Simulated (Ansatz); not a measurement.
Gas-phase electronic energies from Ansatz, PBE0-D4/def2-TZVP geometries. CBS: MP2 limit from def2 TZ/QZ plus the TZ coupled-cluster correction, frozen cores. DFT in def2-TZVPP. Each species was taken in one conformer, which may not be the lowest.

Consider the cleavage of the Si–B bond: `CSB[SiH2]O` + `C[SiH](N)O` → `C[SiH](O)N[SiH2]O` + `BSC`.

CCSD(T)/CBS gives -95.2 kJ/mol.

Problem. Another level gave -95.0 kJ/mol. Which?
A. ωB97M-V/def2-TZVPP
B. PBE/def2-TZVPP
C. HF/def2-TZVPP
D. ωB97X-V/def2-TZVPP

Solution. D. ωB97X-V -95.0, PBE -76.6, ωB97M-V -100.0, HF/def2-TZVPP -106.9 kJ/mol.

Largest T1 diagnostic among the species: 0.014.

The D4 term adds −4.5 kJ/mol with B3LYP and −2.6 kJ/mol with PBE0; it sums over pairs of atoms, weighted by their polarisabilities, and B3LYP, whose exchange is more repulsive, gets the larger term. In def2-TZVPP, CCSD(T) changes the Hartree–Fock value by +9.5 kJ/mol (the triples alone add +1.2 kJ/mol) and MP2 by +4.0 kJ/mol. From PBE to PBE0 (25 % exact exchange), in def2-TZVPP and without D4, ΔE moves by −6.6 kJ/mol.

CCSD(T)/CBS has its own doubt, a few kJ/mol and more with outer-core shells, so smaller differences from it don't rank the levels.

B3LYP here is the variant with VWN-RPA as its local correlation; programs differ in this.
